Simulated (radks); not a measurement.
Er3+, 65 electrons, occupied as [Xe] 4f11. All-electron calculation, scalar-relativistic Kohn-Sham, SCAN, spin-polarised, spherical densities, finite nucleus; open shells are filled with parallel spins first (spin-orbit coupling, left out, can overturn this in heavy ions); meta-GGA in the generalised Kohn-Sham scheme; Fermi nuclear charge, rms radius 5.2516 fm. Program: a radial shooting solver on a logarithmic mesh with Libxc functionals.

Local quantities along the radius. ELF = 1/(1 + alpha^2) is the electron localisation function; alpha = (tau - tau_W)/tau_unif compares the Pauli kinetic energy density with that of the uniform gas (summed over spins); -r V(r) is the screened charge that the Kohn-Sham potential of spin up presents (atomic units). tau is taken from the large components.

r (bohr)	ELF	alpha	-r V(r)
0.0008558	0.999	0.02346	67.72
0.0009883	0.999	0.02372	67.66
0.001141	0.999	0.02414	67.60
0.001329	0.999	0.02477	67.53
0.001535	0.999	0.02558	67.44
0.001772	0.999	0.02666	67.35
0.002047	0.999	0.02804	67.24
0.002364	0.999	0.02982	67.11
0.00273	0.999	0.03210	66.97
0.003153	0.999	0.03503	66.80
0.00367	0.998	0.03904	66.59
0.004239	0.998	0.04403	66.37
0.004895	0.997	0.05061	66.11
0.005653	0.996	0.05945	65.82
0.006529	0.995	0.07153	65.48
0.00754	0.992	0.08842	65.10
0.008708	0.987	0.1126	64.67
0.01014	0.978	0.1504	64.16
0.01171	0.960	0.2048	63.61
0.01352	0.923	0.2881	63.00
0.01562	0.852	0.4162	62.34
0.01803	0.730	0.6079	61.57
0.02083	0.567	0.8731	59.62
0.02405	0.419	1.177	59.84
0.028	0.337	1.404	58.38
0.03234	0.340	1.394	57.15
0.03735	0.418	1.179	55.56
0.04313	0.548	0.9091	54.44
0.04981	0.669	0.7029	52.90
0.05753	0.736	0.5995	51.14
0.06644	0.736	0.5987	49.30
0.07734	0.654	0.7274	47.06
0.08932	0.500	0.9999	44.73
0.1032	0.368	1.311	42.66
0.1191	0.350	1.364	40.20
0.1376	0.459	1.085	37.55
0.1589	0.626	0.7733	35.45
0.1835	0.725	0.6152	32.76
0.2136	0.717	0.6277	30.00
0.2467	0.561	0.8854	26.41
0.2849	0.318	1.464	24.50
0.3291	0.243	1.765	21.87
0.38	0.400	1.225	19.18
0.4389	0.628	0.7696	17.21
0.5069	0.717	0.6285	14.83
0.5901	0.684	0.6799	12.56
0.6815	0.555	0.8956	9.941
0.787	0.402	1.219	9.201
0.9089	0.336	1.405	7.727
1.05	0.389	1.254	6.455
1.212	0.506	0.9873	5.646
1.4	0.606	0.8056	5.242
1.63	0.611	0.7979	4.251
1.882	0.517	0.9658	4.126
2.174	0.344	1.381	3.750
2.511	0.150	2.376	3.358
2.899	0.040	4.919	3.340
3.348	0.006	12.40	3.251
3.867	0.001	38.73	3.153
4.502	0.000	164.3	3.074
5.199	0.000	800.2	3.031

On this mesh the ELF has minima near r = 0.028, 0.12, 0.33, 0.91 bohr, which separate the shells, and maxima near 0.066 (0.74), 0.18 (0.73), 0.51 (0.72), 1.6 (0.61).
